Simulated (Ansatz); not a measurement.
Start from `[OH][SnH]([OH])[Cl]` and change one element to get `[OH][GeH]([OH])[Cl]`.

Ansatz, PBE0-D4/def2-TZVP geometries, multiplicity 1. Each molecule was computed in one conformer, which needn't be the lowest.

Elements past krypton have def2 core potentials. Scalar relativity is left out up to krypton.

```json
{"property": "size of the dipole moment (PBE/def2-TZVPP) / D", "`[OH][SnH]([OH])[Cl]`": "0.73"}
{"property": "ideal-gas entropy at 298 K and 1 bar (rigid rotor, harmonic PBE0-D4/def2-TZVP) / J/(mol·K)", "`[OH][SnH]([OH])[Cl]`": "355"}
{"property": "LUMO energy (ωB97M-V/def2-TZVPP) / eV", "`[OH][SnH]([OH])[Cl]`": "0.61"}
{"property": "HOMO–LUMO gap (B3LYP/def2-TZVPP) / eV", "`[OH][SnH]([OH])[Cl]`": "7.08"}
{"property": "LUMO energy (PBE/def2-TZVPP) / eV", "`[OH][SnH]([OH])[Cl]`": "-2.31"}
{"property": "HOMO energy (ωB97M-V/def2-TZVPP) / eV", "`[OH][SnH]([OH])[Cl]`": "-11.44"}
```

What does the change do to each property? (Best estimate.)

Ansatz gave: 
| property | `[OH][GeH]([OH])[Cl]` | shift |
| --- | --- | --- |
| size of the dipole moment (PBE/def2-TZVPP) / D | 0.98 | 0.25 |
| ideal-gas entropy at 298 K and 1 bar (rigid rotor, harmonic PBE0-D4/def2-TZVP) / J/(mol·K) | 336 | -19 |
| LUMO energy (ωB97M-V/def2-TZVPP) / eV | 1.74 | 1.13 |
| HOMO–LUMO gap (B3LYP/def2-TZVPP) / eV | 8.43 | 1.35 |
| LUMO energy (PBE/def2-TZVPP) / eV | -1.13 | 1.18 |
| HOMO energy (ωB97M-V/def2-TZVPP) / eV | -11.53 | -0.09 |

With PBE0 the HOMO falls by 0.16 eV and the LUMO rises by 1.23 eV, so the gap widens by about 1.39 eV. PBE moves the HOMO by -0.20 eV and ωB97M-V by -0.09 eV. Dipoles are sizes alone; their direction can turn.

B3LYP here is the variant with VWN-RPA as its local correlation; programs differ in this.
